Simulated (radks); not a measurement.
Q: The xenon ion Xe2+, 52 electrons, occupied as [Kr] 4d10 5s2 5p4 (the NIST ground configuration). All-electron calculation, Dirac Kohn-Sham, PBE, spin-unpolarised, spherical densities, point nucleus; open shells are shared between the two j in proportion to 2j + 1. Program: a radial shooting solver on a logarithmic mesh with Libxc functionals.

Spin-orbit splittings of the eigenvalues, e(l+1/2) - e(l-1/2), with zeta = 2 splitting/(2l+1) and mean radii in bohr:

shell  occ.  splitting (eV)  zeta (eV)  <r> j=l-1/2  <r> j=l+1/2
2p        6           324.6      216.4      0.09620       0.1020
3p        6           61.66      41.11       0.2962       0.3078
3d       10           13.03      5.213       0.2787       0.2824
4p        6           12.30      8.203       0.7456       0.7733
4d       10           1.992     0.7969       0.8684       0.8791
5p        4               ?          ?        2.037        2.116

Estimate the 5p splitting.

A: 1.539 eV (zeta = 1.026 eV).
